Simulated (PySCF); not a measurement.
Which level of theory gave which numbers?

Species: CH₁₁NSSi₃.
Atom-mapped SMILES: `[CH3:1][S:2][SiH2:3][N:4]([SiH3:5])[SiH3:6]` (hydrogens: H7, H8, H9 on C1; H10, H11 on Si3; H12, H13, H14 on Si5; H15, H16, H17 on Si6)

The closed-shell ground state was solved 7 times with PySCF (density fitting, gas phase), always in the pcSseg-1 basis (185 functions), with these functionals: B3LYP, HF, KT2, LC-wPBE, OPBE, mPW1PW91 and wB97X-D. Isolated species at its PBE0-D3(BJ)/def2-SVP geometry (one conformer only).

| row | total energy (Eh) | HOMO (eV) | LUMO (eV) | dipole (D) |
| --- | --- | --- | --- | --- |
| P | -1378.4827 | -5.98 | -1.27 | 1.38 |
| Q | -1365.9554 | -5.91 | -0.87 | 1.45 |
| R | -1365.7277 | -9.78 | 1.98 | 1.58 |
| S | -1366.1940 | -7.13 | -0.19 | 1.49 |
| T | -1363.0481 | -9.87 | 3.11 | 1.62 |
| U | -1366.2575 | -6.84 | -0.34 | 1.40 |
| V | -1366.1221 | -8.95 | 1.55 | 1.54 |

Problem. Which functional belongs to which row?

Solution. P = KT2, Q = OPBE, R = LC-wPBE, S = mPW1PW91, T = HF, U = B3LYP, V = wB97X-D. By rising HOMO–LUMO gap: KT2 (GGA) 4.71 eV; OPBE (GGA) 5.04 eV; B3LYP (global hybrid, 20 % exact exchange) 6.50 eV; mPW1PW91 (global hybrid, 25 % exact exchange) 6.94 eV; wB97X-D (range-separated hybrid) 10.50 eV; LC-wPBE (range-separated hybrid) 11.76 eV; HF (all exact exchange) 12.98 eV. Total energies of different functionals aren't bounds to one another; each is stationary for its own functional.

The values belong to the conformer `[CH3:1][S:2][SiH2:3][N:4]([SiH3:5])[SiH3:6]`: C1–S2–Si3–N4 57°, S2–Si3–N4–Si5 -121°.

Note: wB97X-D ran without an empirical dispersion term, which enters the total energy and its gradient alone.
